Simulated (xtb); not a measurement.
I2Zr, SMILES [I][Zr][I], multiplicity 1. All values are semi-empirical tight-binding results from xtb (GFN2-xTB unless named), good for trends rather than for accurate numbers. Geometry optimised at GFN2-xTB. The multiplicity is an assumed one; other spin states were not compared.

Optimised geometry:

```xyz
3

Zr     0.0000     0.0000     0.0000
I      0.0000     0.0000    -2.7533
I      0.0000     0.0000     2.7533
```
Charge 0, spin multiplicity 1.

For metal compounds this method's bond lengths and energies can be far off.

```
Property                                        Value
-------------------------------------  --------------
point group as xtb finds it                       D∞h
orbital gap                                   0.28 eV
zero-point energy                        0.8 kcal/mol
G − E(el) at 298.15 K (modified RRHO)  -18.1 kcal/mol
```

Give the atomic charges and the Wiberg bond orders between heavy atoms. (The exact figures need the calculation; the answer reports its results.)

charges (e) Zr1 0.29, I2 -0.14, I3 -0.14. Bond orders Zr1–I2 1.27, Zr1–I3 1.27.
